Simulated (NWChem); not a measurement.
System: C2H3Cl2F; SMILES CC(F)(Cl)Cl

Input file for NWChem:

```
start job
memory heap 200 mb stack 900 mb global 1100 mb
geometry units angstroms noautoz
  C     -1.319381    -1.111717     0.000000
  C     -0.342758     0.033215     0.000000
  F     -1.000098     1.202752     0.000000
  Cl     0.689234    -0.012536     1.454628
  Cl     0.689234    -0.012536    -1.454628
  H     -1.949254    -1.041749    -0.897822
  H     -0.785487    -2.069463     0.000000
  H     -1.949254    -1.041749     0.897822
end
basis spherical
  C library 6-31+g*
  F library 6-31+g*
  Cl library 6-31+g*
  H library 6-31+g*
end
dft
  xc slater vwn_5
  iterations 150
end
tddft
  cis
  nroots 6
  notriplet
end
task tddft energy
```

Structure relaxed at the PBE0/def2-SVP level.

Vertical excitations in the gas phase.

Task: Predict the main results of this run. (LDA (Slater exchange, VWN5)/6-31+G* (spherical d), TDA.) Quantities: lowest excitation, singlet (eV); oscillator strength of that lowest state; lowest state with f > 0.02, singlet (eV); oscillator strength of that bright state; orbital gap (eV).

Result: 
- lowest excitation, singlet (eV): 6.29
- oscillator strength of that lowest state: 0.024
- lowest state with f > 0.02, singlet (eV): 6.29
- oscillator strength of that bright state: 0.024
- orbital gap (eV): 5.91
